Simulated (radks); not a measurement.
Results of a calculation; reference values are marked as such.
Pm II, configuration [Xe] 4f5 6s1 (the NIST ground configuration).

Code: a radial shooting solver on a logarithmic mesh with Libxc functionals. Model: scalar-relativistic Kohn-Sham, BLYP, spin-polarised, spherical densities, finite nucleus; open shells are filled with parallel spins first (spin-orbit coupling, left out, can overturn this in heavy ions); Fermi nuclear charge, rms radius 4.962 fm.

Energy parts (hartree):
| part | energy |
|---|---|
| total | -10020.6977 |
| kinetic | 10687.2736 |
| electron-nucleus | -24351.7631 |
| Hartree | 3873.2448 |
| exchange-correlation | -229.4530 |

Orbitals (lengths in bohr, moments of r in powers of bohr; r(max) is where P^2 peaks):
\begin{tabular}{lrrrrrr}
orbital & occ. & eigenvalue (hartree) & <r> & <1/r> & <r^2> & r(max) \\ \hline
1s up & 1 & -1654.771 & 0.02318 & 67.42 & 0.0007317 & 0.01479 \\
1s down & 1 & -1654.770 & 0.02318 & 67.42 & 0.0007317 & 0.01479 \\
2s up & 1 & -269.2089 & 0.09896 & 15.59 & 0.01156 & 0.08380 \\
2s down & 1 & -269.2079 & 0.09896 & 15.59 & 0.01156 & 0.08380 \\
2p up & 3 & -240.4634 & 0.08710 & 14.67 & 0.009259 & 0.06761 \\
2p down & 3 & -240.4627 & 0.08710 & 14.67 & 0.009259 & 0.06761 \\
3s up & 1 & -58.86217 & 0.2606 & 5.692 & 0.07760 & 0.2387 \\
3s down & 1 & -58.80988 & 0.2605 & 5.696 & 0.07751 & 0.2386 \\
3p up & 3 & -49.83488 & 0.2589 & 5.373 & 0.07767 & 0.2338 \\
3p down & 3 & -49.78289 & 0.2587 & 5.377 & 0.07756 & 0.2337 \\
3d up & 5 & -37.44733 & 0.2363 & 5.099 & 0.06573 & 0.1918 \\
3d down & 5 & -37.40703 & 0.2361 & 5.103 & 0.06559 & 0.1917 \\
4s up & 1 & -11.90726 & 0.5931 & 2.387 & 0.3970 & 0.5520 \\
4s down & 1 & -11.76846 & 0.5929 & 2.387 & 0.3968 & 0.5518 \\
4p up & 3 & -8.94556 & 0.6281 & 2.197 & 0.4486 & 0.5761 \\
4p down & 3 & -8.80674 & 0.6280 & 2.197 & 0.4485 & 0.5758 \\
4d up & 5 & -4.76214 & 0.6886 & 1.924 & 0.5504 & 0.6026 \\
4d down & 5 & -4.62407 & 0.6891 & 1.923 & 0.5515 & 0.6022 \\
4f up & 5 & -0.32900 & 1.035 & 1.316 & 1.471 & 0.6366 \\
4f down & 0 & -0.21183 & 1.124 & 1.263 & 1.834 & 0.6392 \\
5s up & 1 & -1.78083 & 1.434 & 0.9238 & 2.314 & 1.285 \\
5s down & 1 & -1.69878 & 1.451 & 0.9103 & 2.371 & 1.295 \\
5p up & 3 & -1.06781 & 1.683 & 0.7768 & 3.222 & 1.457 \\
5p down & 3 & -1.00427 & 1.711 & 0.7615 & 3.332 & 1.476 \\
6s up & 1 & -0.31650 & 3.897 & 0.3221 & 17.02 & 3.453 \\
\end{tabular}

The highest occupied level is 6s up at -8.612 eV. The spin density at the nucleus is 26.28 e/bohr^3 (1s 0.10, 2s -0.38, 3s -7.77, 4s -0.10, 5s 8.38, 6s 26.05). The electron density at the nucleus is 5.14e+05 e/bohr^3 (large components only). For comparison, the ionisation energy in NIST's Atomic Spectra Database is 10.94 eV (semi-empirical). In exact Kohn-Sham theory the highest level is minus the ionisation energy, but local and semilocal functionals leave it too shallow, through self-interaction and a potential that decays too fast; potentials with the right tail come closer. Summed over all electrons, <r^2> = 59.08 bohr^2, which gives a Langevin (diamagnetic) susceptibility term of -46.8 x 10^-6 cm^3/mol. The density falls to 0.001 e/bohr^3 at r = 4.55 bohr. Spin moment in Bohr magnetons: 6.
